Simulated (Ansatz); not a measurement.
Z-matrix (Å, degrees):
```
B
Si 1 2.0010
H 2 1.4841 1 114.80
H 2 1.4848 3 108.64 1 127.76
H 2 1.4913 3 107.92 4 116.74
Si 1 2.0028 2 119.32 3 -17.56
H 6 1.4841 1 115.18 2 -161.98
H 6 1.4856 7 108.53 1 -126.85
H 6 1.4908 7 108.11 8 -116.62
Si 1 2.0039 2 121.39 3 162.46
H 10 1.4836 1 115.36 2 -1.58
H 10 1.4872 11 108.38 1 -122.37
H 10 1.4883 11 108.20 12 -116.55
```
Charge 0, spin multiplicity 1.

These are frozen-core CCSD(T)/cc-pVTZ // B3LYP-D3(BJ)/def2-TZVP run with Ansatz (an electronic-structure program) values and carry that method's errors.

```json
{
  "HF energy": "-896.71421 Ha",
  "MP2 correlation energy": "-0.48079 Ha"
}
```

**Question.** Estimate the CCSD correlation energy, the (T) correction, the total energy and the T1 diagnostic.

**Answer.** 
| Quantity | Result |
|---|---|
| CCSD correlation energy | -0.56348 Ha |
| (T) correction | -0.01967 Ha |
| CCSD(T) total energy | -897.29736 Ha |
| T1 diagnostic | 0.015 |
